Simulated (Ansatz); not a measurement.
`O=C(Cl)C(F)(F)F` and `FCC(F)(F)F` differ in one atom or group.

Ansatz, PBE0-D4/def2-TZVP geometries, multiplicity 1. 

| property | `O=C(Cl)C(F)(F)F` |
| --- | --- |
| LUMO energy (ωB97M-V/def2-TZVPP) / eV | 0.14 |
| size of the dipole moment (B3LYP/def2-TZVPP) / D | 0.92 |
| LUMO energy (B3LYP/def2-TZVPP) / eV | -2.51 |
| LUMO energy (PBE0/def2-TZVPP) / eV | -2.24 |
| size of the dipole moment (PBE/def2-TZVPP) / D | 0.83 |
| zero-point energy (PBE0-D4/def2-TZVP) / kJ/mol | 65.5 |

(1) What does the change do to each property? (Estimate.)

Answers

(1) Computed: 
```
                                        property  `FCC(F)(F)F`  shift
           LUMO energy (ωB97M-V/def2-TZVPP) / eV          2.85   2.71
size of the dipole moment (B3LYP/def2-TZVPP) / D          1.98   1.06
             LUMO energy (B3LYP/def2-TZVPP) / eV          0.87   3.38
              LUMO energy (PBE0/def2-TZVPP) / eV          1.24   3.48
  size of the dipole moment (PBE/def2-TZVPP) / D          1.83   1.00
  zero-point energy (PBE0-D4/def2-TZVP) / kJ/mol         119.8   54.3
```

With PBE0 the HOMO falls by 0.99 eV and the LUMO rises by 3.48 eV, so the gap widens by about 4.47 eV. PBE moves the HOMO by -0.78 eV and ωB97M-V by -1.13 eV. The zero-point energy changes by 54.3 kJ/mol with +3 modes. Dipoles are sizes alone; their direction can turn.

B3LYP here is the variant with VWN-RPA as its local correlation; programs differ in this.
